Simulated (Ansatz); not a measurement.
Consider the isomerisation: `CC(C)[Si]N` → `C=NC[SiH2]C`.

Computed with Ansatz on PBE0-D4/def2-TZVP structures; ΔE is electronic, products minus reactants. CCSD(T)/CBS is the MP2 limit (def2-TZVPP, def2-QZVPP) plus CCSD(T) − MP2 in def2-TZVPP, frozen cores. DFT in def2-TZVPP. One conformer a species, not always the lowest.

```csv
level,ΔE (kJ/mol),difference from CCSD(T)/CBS
LDA (SPW92),75.3,14.5
BLYP-D4,49.4,-11.4
PBE0-D4,59.7,-1.1
CAM-B3LYP-D4,53.7,-7.1
ωB97M-V,64.5,3.7
PBE0,57.0,-3.8
r2SCANh,50.4,-10.4
LC-ωPBE,52.8,-8.0
RPA@PBE/def2-TZVPP,55.2,-5.6
MP2/def2-SVP,53.1,-7.7
CCSD/def2-SVP,53.2,-7.6
HF/def2-TZVPP,32.5,-28.3
MP2/def2-TZVPP,59.5,-1.3
SCS-MP2/def2-TZVPP,50.9,-9.9
CCSD/def2-TZVPP,57.4,-3.4
MP2/CBS(def2),63.4,2.6
CCSD(T)/CBS,60.8,0
```

Largest T1 diagnostic among the species: 0.012.

From r2SCAN to r2SCAN0 (25 % exact exchange), in def2-TZVPP and without D4, ΔE moves by +6.5 kJ/mol. In def2-TZVPP, CCSD(T) changes the Hartree–Fock value by +24.4 kJ/mol (the triples alone add −0.5 kJ/mol) and MP2 by +27.0 kJ/mol.
